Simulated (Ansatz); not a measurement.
AlSi8PH16, a doped cluster cut from the lattice of silicon (Al and P 4.5 A apart), relaxed as a singlet with RKS PBE-D4/def2-SVP in Ansatz, starting from the GFN2-xTB geometry. Force threshold 0.03 eV/Å.

Start:

| atom | x (Å) | y (Å) | z (Å) |
| --- | --- | --- | --- |
| Si1 | 2.793 | -0.490 | -0.663 |
| Si2 | 0.185 | 2.500 | -1.059 |
| Si3 | -0.703 | -1.060 | -2.619 |
| P4 | -0.134 | -2.050 | 0.836 |
| Si5 | -2.643 | 0.456 | 0.612 |
| Si6 | 0.679 | 1.001 | 2.468 |
| Al7 | 1.158 | 0.555 | -2.231 |
| Si8 | 1.765 | -0.817 | 1.460 |
| Si9 | -0.880 | 1.955 | 1.000 |
| Si10 | -1.891 | -1.417 | -0.585 |
| H11 | 3.986 | 0.256 | -0.187 |
| H12 | 3.413 | -1.823 | -0.894 |
| H13 | 1.098 | 3.594 | -0.640 |
| H14 | -0.878 | 3.278 | -1.747 |
| H15 | -0.486 | -2.460 | -3.076 |
| H16 | -1.872 | -0.704 | -3.465 |
| H17 | 0.352 | -3.240 | 0.316 |
| H18 | -0.656 | -2.686 | 1.953 |
| H19 | -3.700 | 1.041 | -0.224 |
| H20 | -3.363 | 0.043 | 1.826 |
| H21 | 1.756 | 1.936 | 2.823 |
| H22 | 0.124 | 0.618 | 3.776 |
| H23 | 1.898 | 0.800 | -3.626 |
| H24 | 2.220 | -1.778 | 2.489 |
| H25 | -1.481 | 3.082 | 1.742 |
| H26 | -2.739 | -2.591 | -0.286 |

Q: Estimate the energy that the relaxation releases and the steps that it takes.

A: 0.43 eV, in 7 steps; 25 s on 2 threads of AMD EPYC 7R13 on a shared host and a share (18 GiB) of an NVIDIA H100 80GB HBM3. No frequencies were taken in this run, so the end may be a saddle point.

Q: Does the start keep its bonding and symmetry?

A: By distances, no bond broke or formed. The bond that changes most is P4–H17, from 1.39 to 1.43 Å (atoms count from 1). Point group Cs at the start, Cs at the end, both within 0.05 Å.

Q: Predict the relaxed structure.

A: 
```tsv
atom	x (Å)	y (Å)	z (Å)
Si1	2.7190	-0.4798	-0.6547
Si2	0.1982	2.5588	-1.1012
Si3	-0.6759	-1.0355	-2.5544
P4	-0.1505	-2.2252	0.9194
Si5	-2.5906	0.4602	0.6409
Si6	0.6282	0.9866	2.4424
Al7	1.1740	0.6054	-2.2758
Si8	1.6552	-0.8701	1.4127
Si9	-0.8573	2.0240	0.9402
Si10	-1.7830	-1.4326	-0.5112
H11	3.8975	0.3367	-0.1615
H12	3.2881	-1.8499	-0.9695
H13	1.1929	3.6268	-0.6938
H14	-0.8920	3.2875	-1.8607
H15	-0.3581	-2.4469	-3.0097
H16	-1.8679	-0.6076	-3.3879
H17	0.3457	-3.4581	0.3932
H18	-0.7528	-2.6871	2.1311
H19	-3.7021	1.0060	-0.2200
H20	-3.1915	0.0009	1.9484
H21	1.7615	1.8997	2.8376
H22	-0.0556	0.5137	3.7034
H23	1.9016	0.9388	-3.6736
H24	2.3346	-1.7563	2.4333
H25	-1.4652	3.1925	1.6849
H26	-2.7538	-2.5887	-0.4138
```
Bond lengths: 7 × Si–Si 2.35 to 2.36 Å; 3 × Al–Si 2.48 to 2.49 Å; 2 × P–Si 2.31 Å; 13 × H–Si 1.51 to 1.52 Å; 2 × H–P 1.43 Å; 1 × Al–H 1.61 Å.
